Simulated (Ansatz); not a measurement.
Diatomic H2-, multiplicity 2 (lowest of 2S+1 = 2, 4 at CCSD(T)/def2-TZVPP on PBE0 minima; our sources give no spin for the ground state, which may be another).

Constants: fifth-degree fit in 1/R to seven points, most abundant isotopes. In def2 and cc sets the state is the lowest found near the PBE0 minimum, followed along R.

Programs: Ansatz (a program for electronic structure) with Gaussian orbitals. Values without a source in brackets are computed.

Task: What bond length and harmonic frequency does r2SCAN/def2-TZVPP give?

Result: r_e = 1.153 Å, ω_e = 740 cm⁻¹.

Task: What bond length and harmonic frequency does CCSD/def2-TZVPP give?

Result: r_e = 1.182 Å, ω_e = 840 cm⁻¹.

Task: What bond length and harmonic frequency does CCSD(T)/def2-TZVPP give?

Result: r_e = 1.180 Å, ω_e = 852 cm⁻¹.
